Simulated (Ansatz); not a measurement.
Cost and result for the atomization energy of `[SH][Al]([Cl])[Br]` (5 atoms, 4 bonds).

Charge 0, multiplicity 1. Correlated methods include outer-core shells of Br, which these sets cover unevenly. Scalar relativity is left out up to krypton. The structure was optimised at the PBE0-D4/def2-TZVP level. It is one conformer, not always the lowest. Program: Ansatz. All runs use 2 threads of a server CPU on a shared host. Times are those of one run each, without the atoms' runs, and a repeat can differ threefold. Electronic energies, without spin–orbit coupling; frozen cores. CCSD(T)/CBS adds CCSD(T) − MP2 in def2-TZVPP to the MP2 limit, and its time is that of the two runs behind it. T1 = 0.008. With those shells the extrapolation isn't a true limit. B3LYP takes the VWN-RPA correlation (the form of Gaussian; ORCA's B3LYP/G).

CCSD(T)/CBS is a level of theory with its own doubt, some kJ/mol a heavy atom from the limit and from the frozen cores, so smaller differences don't rank the functionals.

```
                            level  functions  wall time
           LDA (SPW92)/def2-TZVPP        188      2.8 s
             revPBE-D4/def2-TZVPP        188      3.8 s
  PBE-D4/def2-TZVPP (with forces)        188        4 s
                 CCSD(T)/def2-SVP         91      7.5 s
              BHLYP-D4/def2-TZVPP        188      8.1 s
          CAM-B3LYP-D4/def2-TZVPP        188      9.5 s
                B2PLYP/def2-TZVPP        188       10 s
B3LYP-D4/def2-TZVPP (with forces)        188       11 s
              PBE-QIDH/def2-TZVPP        188       12 s
 ωB97M-V/def2-TZVPP (with forces)        188       24 s
                   MP2/def2-QZVPP        329       32 s
               CCSD(T)/def2-TZVPP        188       97 s
                CCSD(T)/CBS(def2)          –    2.1 min
```

Problem. What atomization energy does each give, and how far from CCSD(T)/CBS? (An estimate is asked.)

Solution. Computed: 
| level | atomization (kcal/mol) | difference from CCSD(T)/CBS | per bond |
| --- | --- | --- | --- |
| LDA (SPW92)/def2-TZVPP | 408.4 | 42.2 | 10.6 |
| revPBE-D4/def2-TZVPP | 355.0 | -11.2 | -2.8 |
| PBE-D4/def2-TZVPP (with forces) | 364.6 | -1.6 | -0.4 |
| CCSD(T)/def2-SVP | 333.6 | -32.6 | -8.1 |
| BHLYP-D4/def2-TZVPP | 348.9 | -17.3 | -4.3 |
| CAM-B3LYP-D4/def2-TZVPP | 355.0 | -11.2 | -2.8 |
| B2PLYP/def2-TZVPP | 353.4 | -12.8 | -3.2 |
| B3LYP-D4/def2-TZVPP (with forces) | 354.3 | -11.9 | -3.0 |
| PBE-QIDH/def2-TZVPP | 363.0 | -3.2 | -0.8 |
| ωB97M-V/def2-TZVPP (with forces) | 364.2 | -2.0 | -0.5 |
| MP2/def2-QZVPP | 373.6 | 7.4 | 1.9 |
| CCSD(T)/def2-TZVPP | 351.4 | -14.8 | -3.7 |
| CCSD(T)/CBS(def2) | 366.2 | 0.0 | 0.0 |

At CCSD(T), def2-SVP lies −32.5 kcal/mol from the extrapolated value and def2-TZVPP −14.7 kcal/mol: correlation converges slowly with the basis, and small sets miss more of it in the bonded molecule than in its fragments. Leaving LDA and LC-ωPBE aside and taking each functional with its dispersion term where it has one, the values, not all of them listed here, spread over 20.7 kcal/mol, from BHLYP-D4 to B97M-V. LDA lies +47.8 kcal/mol from PBE without D4, its usual overbinding. From PBE to PBE0 (25 % exact exchange), in def2-TZVPP and without D4, the atomization energy moves by −2.5 kcal/mol: exact exchange takes away binding that semilocal exchange gives to molecules.
